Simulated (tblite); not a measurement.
Species: C3H10N2O3Si2.
SMILES with atom numbers: `[NH2:1][Si@@H:2]1[NH:3][SiH2:4][CH2:5][O:6][C@@H:7]1[O:8][CH:9]=[O:10]` (hydrogens: H11, H12 on N1; H13 on Si2; H14 on N3; H15, H16 on Si4; H17, H18 on C5; H19 on C7; H20 on C9)

Computed with GFN2-xTB (tblite), gas phase: L-BFGS steps from a force-field or distance-geometry start until the largest atomic force falls under 0.01 eV/Å.

Step 180: E = -900.3268 eV
```
atom  x, y, z in Å  |  force x, y, z in eV/Å
N1      0.4277    1.5031    1.1110   -0.030  -0.054  -0.012
Si2    -0.0308    1.1434   -0.5133   -0.049   0.000   0.002
N3     -1.7215    0.7174   -0.3991    0.082  -0.041  -0.002
Si4    -2.3088   -0.8193    0.1098   -0.019   0.000   0.035
C5     -0.6935   -1.7931    0.3458   -0.028  -0.005  -0.027
O6      0.0111   -1.6924   -0.9021    0.021   0.009  -0.029
C7      0.7323   -0.5422   -1.0828   -0.038   0.064   0.010
O8      2.0423   -0.7472   -0.4691    0.033  -0.091   0.017
C9      2.7788    0.3047   -0.3686    0.042   0.013   0.012
O10     2.4711    1.4217   -0.7079    0.005   0.084  -0.027
H11    -0.2930    1.8566    1.7205    0.002   0.034   0.011
H12     1.3027    1.9699    1.2843   -0.006   0.011   0.007
H13     0.0473    2.1394   -1.5802    0.016  -0.027   0.025
H14    -2.3888    1.4358   -0.6109   -0.033   0.047   0.001
H15    -3.0638   -1.4603   -0.9686   -0.046   0.016  -0.006
H16    -3.0814   -0.7178    1.3569    0.023  -0.009  -0.014
H17    -0.8569   -2.8607    0.4852    0.002  -0.015   0.025
H18    -0.0627   -1.4379    1.1620   -0.001   0.011   0.013
H19     0.9230   -0.4735   -2.1599    0.036  -0.051  -0.028
H20     3.7597    0.0631    0.0753   -0.011   0.006  -0.010
```

Step 181: E = -900.3277 eV
```
atom  x, y, z in Å  |  force x, y, z in eV/Å
N1      0.4229    1.4967    1.1129   -0.054  -0.060   0.000
Si2    -0.0277    1.1413   -0.5140   -0.063   0.011  -0.022
N3     -1.7192    0.7151   -0.4080    0.053  -0.023  -0.006
Si4    -2.3098   -0.8175    0.1096    0.002   0.022   0.041
C5     -0.6939   -1.7899    0.3455   -0.018  -0.042   0.006
O6      0.0142   -1.6942   -0.9008    0.011   0.000  -0.015
C7      0.7340   -0.5438   -1.0855   -0.021   0.062   0.016
O8      2.0477   -0.7469   -0.4775    0.051  -0.001   0.020
C9      2.7800    0.3094   -0.3692    0.009  -0.044  -0.008
O10     2.4696    1.4289   -0.6987   -0.005   0.030  -0.017
H11    -0.3005    1.8525    1.7180    0.004   0.030   0.011
H12     1.2979    1.9591    1.2930    0.020   0.025   0.011
H13     0.0507    2.1412   -1.5782    0.017  -0.039   0.033
H14    -2.3850    1.4354   -0.6201   -0.021   0.030   0.004
H15    -3.0725   -1.4603   -0.9619   -0.046   0.017  -0.007
H16    -3.0702   -0.7135    1.3641    0.013  -0.007  -0.020
H17    -0.8633   -2.8574    0.4894    0.035   0.026   0.011
H18    -0.0632   -1.4332    1.1630   -0.026  -0.009  -0.016
H19     0.9214   -0.4775   -2.1628    0.034  -0.044  -0.040
H20     3.7618    0.0652    0.0696    0.004   0.014  -0.002
```

Question: Estimate the geometry and energy of step 182. (The exact step hangs on the optimiser's Hessian estimate; all steps are aligned on step 181, rigid shifts and turns removed.)

Answer: E = -900.3286 eV, largest force 0.083 eV/Å
```
atom  x, y, z in Å  |  force x, y, z in eV/Å
N1      0.4184    1.4982    1.1138   -0.032  -0.046   0.007
Si2    -0.0283    1.1407   -0.5140   -0.050   0.010  -0.014
N3     -1.7185    0.7122   -0.4120    0.013  -0.012  -0.005
Si4    -2.3118   -0.8183    0.1103    0.024   0.029   0.032
C5     -0.6949   -1.7904    0.3426   -0.013  -0.030   0.009
O6      0.0164   -1.6940   -0.9019    0.008   0.007  -0.008
C7      0.7356   -0.5424   -1.0859    0.004   0.020  -0.012
O8      2.0505   -0.7452   -0.4778    0.021  -0.011   0.023
C9      2.7837    0.3105   -0.3690   -0.001  -0.082  -0.012
O10     2.4753    1.4296   -0.6991   -0.020   0.073  -0.019
H11    -0.3048    1.8594    1.7162    0.001   0.022   0.003
H12     1.2942    1.9593    1.2961    0.012   0.013   0.001
H13     0.0512    2.1407   -1.5771    0.019  -0.030   0.023
H14    -2.3834    1.4352   -0.6202   -0.017   0.016   0.006
H15    -3.0827   -1.4585   -0.9574   -0.039   0.021   0.000
H16    -3.0627   -0.7170    1.3704    0.005  -0.001  -0.019
H17    -0.8680   -2.8570    0.4873    0.050   0.016  -0.002
H18    -0.0641   -1.4354    1.1608   -0.034  -0.008  -0.013
H19     0.9250   -0.4798   -2.1644    0.021  -0.027  -0.007
H20     3.7638    0.0630    0.0698    0.026   0.020   0.007
```

The energy changes by -0.0009 eV. The first-order estimate −F·Δx gives -0.0013 eV and the mean of the old and new forces, exact on a quadratic surface, -0.0009 eV. The step makes an angle of 75° with the force vector and moves no atom by more than 0.011 Å.

What follows is the cost of the whole relaxation. Time: 2.1 s. Hardware: Arm Neoverse V1, one thread (shared host).
